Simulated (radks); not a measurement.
Question: Excited configurations of Xe32+: one electron is placed in a higher orbital outside [Ar] 3d3. The ground configuration is [Ar] 3d4. All-electron calculation, Dirac Kohn-Sham, PBE, spin-unpolarised, spherical densities, finite nucleus; open shells fill j = l - 1/2 first; Fermi nuclear charge, rms radius 4.7859 fm. Program: a radial shooting solver on a logarithmic mesh with Libxc functionals. Excitation = E - E(ground); binding = E(ion) - E, where the ion is the core of charge +33; n* = 33/sqrt(2 binding) in atomic units. These energies are relativistic, and a one-electron ion of charge +33 with no core already has n* below n in this formula (Dirac formula, point nucleus: 4s1/2 3.976, 4d3/2 3.991, 4f5/2 3.996, 5p1/2 4.975, 5d3/2 4.990, 5f5/2 4.995, 6s1/2 5.974, 6p1/2 5.974, 6d3/2 5.989, 6f5/2 5.994, 7d3/2 6.989, 7f5/2 6.993). The quantum defect is therefore taken as that value minus n*, so that it holds no relativistic shift of the bare ion.

| outer orbital | excitation (eV) | binding (eV) | n* | quantum defect | eigenvalue (eV) | <r> (bohr) |
|---|---|---|---|---|---|---|
| 4s1/2 | 813.78 | 1208.9 | 3.501 | 0.475 | -1188.8 | 0.5619 |
| 4d3/2 | 967.23 | 1055.5 | 3.747 | 0.244 | -1034.9 | 0.5517 |
| 4f5/2 | 1050.2 | 972.53 | 3.903 | 0.093 | -949.51 | 0.5036 |
| 5p1/2 | 1317.0 | 705.73 | 4.582 | 0.393 | -695.41 | 0.9301 |
| 5d3/2 | 1366.1 | 656.63 | 4.750 | 0.240 | -646.36 | 0.9397 |
| 5f5/2 | 1403.7 | 619.02 | 4.892 | 0.102 | -608.18 | 0.9042 |
| 6p1/2 | 1547.3 | 475.44 | 5.582 | 0.392 | -468.78 | 1.391 |
| 6d3/2 | 1574.4 | 448.29 | 5.749 | 0.240 | -441.69 | 1.416 |
| 6f5/2 | 1594.5 | 428.20 | 5.882 | 0.112 | -421.23 | 1.390 |
| 7d3/2 | 1697.0 | 325.71 | 6.745 | 0.244 | -321.13 | 1.982 |
| 7f5/2 | 1709.2 | 313.54 | 6.874 | 0.119 | -308.93 | 1.967 |

Estimate the row for 6s1/2.

Answer: excitation (eV) 1533.5; binding (eV) 489.20; n* 5.503; quantum defect 0.471; eigenvalue (eV) -482.52; <r> (bohr) 1.381. The Delta-SCF ionisation energy is 2022.7 eV (NIST Atomic Spectra Database: 2023 eV, theoretical). Self-interaction in the functional shifts the binding energies and quantum defects, so they are the method's values and not measured ones. Spin polarisation and multiplet splitting are left out, so open shells lie too high by an amount that depends on their filling.

Beside tabulated values, note that spin-unpolarised runs miss the spin-polarisation part of the exchange energy of open shells.
